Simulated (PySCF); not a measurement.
H4BClSi, SMILES B[SiH2]Cl at its B3LYP/def2-SVP optimised geometry (Å):

```
7

B      1.0869    -0.4279     0.0000
Si    -0.9262    -0.4279     0.0000
Cl    -1.7550     1.4940     0.0000
H      1.7550     0.5735    -0.0053
H      1.6541    -1.4940     0.0046
H     -1.4368    -1.1453     1.2073
H     -1.4342    -1.1446    -1.2089
```

Computed with B3LYP/def2-TZVP run with PySCF 2.14.0.

Map of the log10 of the electron density (e/bohr³), floored at −4 on the plane z = 1.5 Å:

```
|                             |
|                             |
|       ...                   |
|     ..::::.                 |
|   ..:-----:..               |
|   .:-=====-:.               |
|  .:-==+++==-:.              |
|  :-==++*++==-:.             |
| .:-=++***++=-:.   ..        |
| .:-=+*****+=-::...::..      |
| .:-=++***++=--::::::::.     |
|  :-==++*+++=---------::.    |
|  .:-==+++++===--------:.    |
|  .:--=++++++========--:.    |
|   .:-=+****+++======--:.    |
|   .:=+*####*+++====---:.    |
|   .-=*#%%%##*++====---:.    |
|   :-+*#%@@%#*++====---:.    |
|   :-+*#@@@%#*+======--:.    |
|   :-=*#%@%#*+==---=---:.    |
|   .:=+*###**+=-------:..    |
|   .:-=+***+==-::::--::.     |
|    .:-==+==-::...::::.      |
|     .::----:..   ....       |
|       ..:...                |
|                             |
|                             |
|                             |
|                             |
```
Scale: ten equal steps from -4.00 (start of ' ') to -0.907 (end of '@'), in the order ' .:-=+*#%@'; x runs from -4.00 to 4.00, y from -4.00 (bottom) to 4.00 (top).
